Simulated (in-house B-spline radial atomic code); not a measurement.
Configurations of Pm³⁺, with energies counted from [Xe] 4f4. Level of theory: scalar-relativistic (X2C) TPSSh, spin-polarised, spherical fractional occupations, Fermi nucleus of rms radius 4.962 fm; calculated with a B-spline radial code for spherical atoms. Shells without spins written out take the highest spin.

Caution: exact exchange at fractional occupations of open shells leaves self-interaction of up to several eV.

Occupations are held fixed; configurations that lie above the ionisation limit could autoionise.

| configuration | E - E(ref) (eV) | highest orbital | its <r> (bohr) |
| --- | --- | --- | --- |
| [Xe] 4f3 5d1 | 10.88 | 5d up | 2.132 |
| [Xe] 4f(2 up, 1 down) 5d(0 up, 1 down) | 13.79 | 5d down | 2.15 |
| [Xe] 4f3 6p1 | 20.16 | 6p up | 3.664 |
| [Kr] 4d10 4f(2 up, 2 down) 5s2 5p(2 up, 3 down) 5d(1 up, 0 down) | 31.025 | 5d up | 2.206 |
| [Xe] 4f3 6f1 | 32.712 | 6f up | 7.421 |
| [Kr] 4d10 4f4 5s2 5p5 5f1 | 41.28 | 5f up | 4.351 |
| [Kr] 4d9 4f4 5s2 5p6 5d1 | 132.41 | 5d up | 2.116 |
| [Kr] 4d9 4f4 5s2 5p6 6s1 | 136.41 | 6s up | 3.115 |

Task: Order these further configurations by energy, lowest first.
A. [Xe] 4f(2 up, 2 down)
B. [Kr] 4d9 4f5 5s2 5p6
C. [Kr] 4d9 4f4 5s2 5p6 5f1
D. [Kr] 4d9 4f4 5s2 5p6 6f1
E. [Xe] 4f(0 up, 3 down) 6s(1 up, 0 down)

Result: A (4.7541 eV), E (15.002 eV), B (119.34 eV), C (149.77 eV), D (154.42 eV).

Task: How far above the reference does [Kr] 4d(5 up, 4 down) 4f(2 up, 2 down) 5s2 5p6 6p(1 up, 0 down) lie?

Result: 149.33 eV; its least bound orbital is 6p up with <r> = 3.665 bohr.

Task: How far above the reference does [Xe] 4f(3 up, 1 down) lie?

Result: 3.5644 eV; its least bound orbital is 4f down with <r> = 0.9555 bohr.

Task: How far above the reference does [Kr] 4d10 4f4 5s2 5p5 5d1 lie?

Result: 24.315 eV; its least bound orbital is 5d up with <r> = 2.161 bohr.
